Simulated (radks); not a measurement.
Spin polarisation of the 3p5 shell in Cl. Start: [Ne] 3s2 3p(up 2.5, down 2.5); electrons of 3p are moved from spin down to spin up, other shells keep equal spins. All-electron calculation, scalar-relativistic Kohn-Sham, r2SCAN, spin-polarised, spherical densities, finite nucleus; meta-GGA in the generalised Kohn-Sham scheme; Fermi nuclear charge, rms radius of each element as measured or else 0.836 A^(1/3) + 0.57 fm. Program: a radial shooting solver on a logarithmic mesh with Libxc functionals.

moment (Bohr magnetons)  E - E(0) (eV)  e(3p up) (eV)  e(3p down) (eV)  3s down minus up (eV)  2p down minus up (eV)
0                                0.000         -8.917           -8.917                  0.000                  0.000
0.25                            -0.018         -9.059           -8.769                  0.323                  0.061
0.5                             -0.073         -9.196           -8.615                  0.645                  0.123
0.75                            -0.163         -9.326           -8.455                  0.969                  0.185
1                               -0.290         -9.451           -8.288                  1.293                  0.247

At moment 1 the spin-polarisation energy is -0.290 eV and the 3p exchange splitting 1.163 eV, that is 1.163 eV per Bohr magneton; E = -I m^2/4 would give I = 1.162 eV.
